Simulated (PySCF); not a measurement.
**O: excitation energy**

O [He] 2s2 2p4 (3P) → O [He] 2s1 2p5 (3P), as a difference of total energies. Calculation: PySCF 2.14, in aug-cc-pVTZ with one added diffuse shell each of s, p, d, f type (6s5p4d3f, 62 functions); no relativity, point nucleus. Correlated levels: valence: 1s2 frozen. The calculations carry no spin-orbit coupling.

| method | excitation energy (eV) |
| --- | --- |
| UHF | 16.876 |
| MP2 (valence) | 16.012 |
| SCS-MP2 (valence) | 15.945 |
| CCSD (valence) | 15.567 |
| CCSD(T) (valence) | 15.123 |

Question: How much does correlation contribute at CCSD(T) (valence)?

Answer: 15.123 − (16.876) = -1.753 eV, measured against UHF.

The upper state lies above the first ionisation limit, where it may autoionise and the basis confines it.

The coupled-cluster amplitudes are large for the upper state (T1 above 0.03 or a double amplitude above 0.15), so a single reference is strained.
